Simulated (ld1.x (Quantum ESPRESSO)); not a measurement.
What one change does to a pseudopotential (indium (In), TM)

```json
{
  "Element": "In",
  "Generator": "ld1.x (Quantum ESPRESSO) 7.5",
  "Type": "norm-conserving Troullier–Martins (Kleinman–Bylander form)",
  "Functional": "PBE",
  "Relativity": "scalar-relativistic",
  "Frozen core": "[Kr]",
  "Valence charge": "13",
  "Reference configuration": "4d10 5s1.5 5p1.5",
  "Partial waves": "5p (bound): rc 2.55 bohr; 4d (bound): rc 1.55 bohr; 5s (bound): rc 2.25 bohr",
  "Local potential": "the s channel",
  "Core correction": "none"
}
```

All-electron outer shells of the reference configuration (PBE, scalar-relativistic, ld1.x):

| shell | level (eV) | outermost node (bohr) | outermost maximum (bohr) |
| --- | --- | --- | --- |
| 4s | -120.52 | 0.41 | 0.77 |
| 4p | -78.99 | 0.42 | 0.82 |
| 4d | -19.45 | 0.40 | 0.94 |
| 5s | -8.73 | 1.02 | 2.13 |
| 5p | -2.88 | 1.14 | 2.81 |

Change: wave 4d (bound): rc 1.55 bohr becomes 4d (bound): rc 1.00 bohr.

Cutoffs: the cutoffs (Ry, on a coarse ladder) from which the occupation-weighted sum of valence levels, in a spherical-Bessel basis at the reference potential, stays within 10 and 1 mRy of its value at 400 Ry; they do not see the model core or the augmentation charge, which bear on the density cutoff. Errors are all-electron minus pseudo energies relative to the spin-unpolarised reference configuration.

**Question.** What does the change do?

**Answer.** The potential gets harder (80 Ry and 140 Ry → 100 Ry and 140 Ry); the errors of the 7 common tests hardly move; neither file shows a bound ghost. A smaller radius makes the pseudo-wave follow the all-electron one further in, where it bends more sharply, so more plane waves are needed.

| quantity | base | changed |
| --- | --- | --- |
| cutoff, loose | 80 Ry | 100 Ry |
| cutoff, tight | 140 Ry | 140 Ry |
| loose cutoff by channel (10 mRy a level) | p 6 Ry, d 70 Ry, s 8 Ry | p 6 Ry, d 80 Ry, s 8 Ry |
| bound ghosts | none | none |
| error for 4d10 5s2 5p1, meV [ΔE -2.88 eV] | +0.6 | +0.6 |
| error for 4d10 5s2 5p0, meV [ΔE 2.48 eV] | -0.9 | -0.9 |
| error for 4d10 5s1 5p0, meV [ΔE 21.71 eV] | +9.9 | +9.7 |
| error for 4d10 5s0 5p3, meV [ΔE 9.06 eV] | +0.5 | +0.4 |
| error for 4d10 5s0 5p0, meV [ΔE 50.03 eV] | +60 | +59 |
| error for 4d9 5s0 5p0, meV [ΔE 106.42 eV] | -31 | -32 |
| error for 4d10 5s1 5p1, meV [ΔE 9.07 eV] | +1.2 | +1.2 |
| s: phases at 2.76 bohr within 0.05 rad from the reference energy up to (Ry; the scan ends near 5) | 2.3 | 2.3 |
| p: phases at 2.76 bohr within 0.05 rad from the reference energy up to (Ry; the scan ends near 5) | 3.3 | 3.3 |
| d: phases at 2.76 bohr within 0.05 rad from the reference energy up to (Ry; the scan ends near 5) | 0.4 | 0.4 |
